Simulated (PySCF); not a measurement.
Ligand exchange on a metal centre used in film growth or etching (Zn OH-NH2). All species are isolated molecules in the gas phase. One relaxed conformer stands for each flexible species; it need not be the lowest.

Calculation: PySCF 2.14.0 with TPSSh-D3(BJ)/def2-TZVP // PBE-D3(BJ)/def2-SVP. 

| species | charge on the central atom (meta-Löwdin) (e) | LUMO (eV) | HOMO–LUMO gap (eV) | mean distance from the central atom to its bonded neighbours (Å) |
|---|---|---|---|---|
| 0 of 2 OH replaced by NH2 ([Zn(OH)2]) | 1.28 | -1.51 | 5.96 | 1.780 |
| 1 of 2 OH replaced by NH2 | 1.19 | -1.15 | 5.31 | 1.807 |
| 2 of 2 OH replaced by NH2 ([Zn(NH2)2]) | ? | -0.74 | ? | ? |

Some entries are withheld; supply them.


- 2 of 2 OH replaced by NH2 ([Zn(NH2)2]), charge on the central atom (meta-Löwdin) (e): 1.12
- 2 of 2 OH replaced by NH2 ([Zn(NH2)2]), HOMO–LUMO gap (eV): 5.35
- 2 of 2 OH replaced by NH2 ([Zn(NH2)2]), mean distance from the central atom to its bonded neighbours (Å): 1.830
